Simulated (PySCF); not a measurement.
Compound: C₄H₂F₃NO.
InChI=1S/C4H2F3NO/c5-4(6,7)3-1-2-9-8-3/h1-2H

Structure optimised with GFN2-xTB, isolated species.

Take the most abundant isotopes and a rigid rotor. 

Problem. Give the principal moments of inertia and the rotational constants in cm⁻¹.

Solution. Ia = 138.98, Ib = 420.20, Ic = 471.16 u·Å²; 505379 MHz·u·Å²/I gives 3636, 1203 and 1073 MHz, that is A = 0.12129, B = 0.04012, C = 0.03578 cm⁻¹.

Problem. What kind of rotor is it?

Solution. An asymmetric top: κ = (2 × 1203 − 3636 − 1073)/(3636 − 1073) = -0.90.

Problem. Is it planar, by Δ = Ic − Ia − Ib?

Solution. Not planar: Δ = Ic − Ia − Ib = -88.02 u·Å². For a rigid frame Δ = −2 Σ m c², so Σ m c² = 44.01 u·Å² lies off the ab plane: 0.00 from hydrogen and 44.01 from heavier atoms. The atom farthest from that plane is 1.08 Å away.

Problem. Give the coordinates in the principal-axis frame, origin at the centre of mass.

Solution. The sense of each axis is arbitrary; atoms in the order of the calculation.
```json
{"atom": "F1", "mass (u)": "18.998", "a (Å)": "-1.618", "b (Å)": "-0.628", "c (Å)": "1.073"}
{"atom": "C2", "mass (u)": "12.000", "a (Å)": "-1.121", "b (Å)": "-0.002", "c (Å)": "0.000"}
{"atom": "F3", "mass (u)": "18.998", "a (Å)": "-1.635", "b (Å)": "1.238", "c (Å)": "0.006"}
{"atom": "F4", "mass (u)": "18.998", "a (Å)": "-1.618", "b (Å)": "-0.617", "c (Å)": "-1.079"}
{"atom": "C5", "mass (u)": "12.000", "a (Å)": "0.373", "b (Å)": "0.038", "c (Å)": "0.000"}
{"atom": "C6", "mass (u)": "12.000", "a (Å)": "1.200", "b (Å)": "1.187", "c (Å)": "0.000"}
{"atom": "C7", "mass (u)": "12.000", "a (Å)": "2.455", "b (Å)": "0.650", "c (Å)": "0.000"}
{"atom": "O8", "mass (u)": "15.995", "a (Å)": "2.374", "b (Å)": "-0.680", "c (Å)": "0.000"}
{"atom": "N9", "mass (u)": "14.003", "a (Å)": "1.094", "b (Å)": "-1.056", "c (Å)": "0.000"}
{"atom": "H10", "mass (u)": "1.008", "a (Å)": "0.896", "b (Å)": "2.211", "c (Å)": "0.000"}
{"atom": "H11", "mass (u)": "1.008", "a (Å)": "3.433", "b (Å)": "1.087", "c (Å)": "0.000"}
```

Problem. List the rotational levels J(Ka,Kc) to J = 5 (cm⁻¹).

Solution. Above 0(0,0):
J = 1: 1(0,1) 0.0759, 1(1,1) 0.1571, 1(1,0) 0.1614
J = 2: 2(0,2) 0.2275, 2(1,2) 0.3045, 2(1,1) 0.3175, 2(2,1) 0.5611, 2(2,0) 0.5612
J = 3: 3(0,3) 0.4545, 3(1,3) 0.5256, 3(1,2) 0.5516, 3(2,2) 0.7888, 3(2,1) 0.7896, 3(3,1) 1.2056, 3(3,0) 1.2056
J = 4: 4(0,4) 0.7565, 4(1,4) 0.8202, 4(1,3) 0.8636, 4(2,3) 1.0922, 4(2,2) 1.0947, 4(3,2) 1.5095, 4(3,1) 1.5095, 4(4,1) 2.0926, 4(4,0) 2.0926
J = 5: 5(0,5) 1.1326, 5(1,5) 1.1881, 5(1,4) 1.2531, 5(2,4) 1.4713, 5(2,3) 1.4772, 5(3,3) 1.8895, 5(3,2) 1.8896, 5(4,2) 2.4725, 5(4,1) 2.4725, 5(5,1) 3.2222, 5(5,0) 3.2222
The levels of one J sum to (2J + 1)J(J + 1)(A + B + C)/3.

Problem. Estimate the classical rotational partition function at 25 K, 50 K and 500 K.

Solution. Point group Cs, symmetry number σ = 1; q = (√π/σ)·√((kT/h)³/(ABC)), k/h = 20836.6 MHz/K: 9730 at 25 K, 27500 at 50 K, 870000 at 500 K.

Whether it is a minimum is left open (no frequencies). Constants of a rigid frame at the computed geometry: no zero-point averaging, no centrifugal distortion.

The values belong to the conformer `[F:1][C:2]([F:3])([F:4])[c:5]1[cH:6][cH:7][o:8][n:9]1`: F1–C2–C5–C6 -120°.
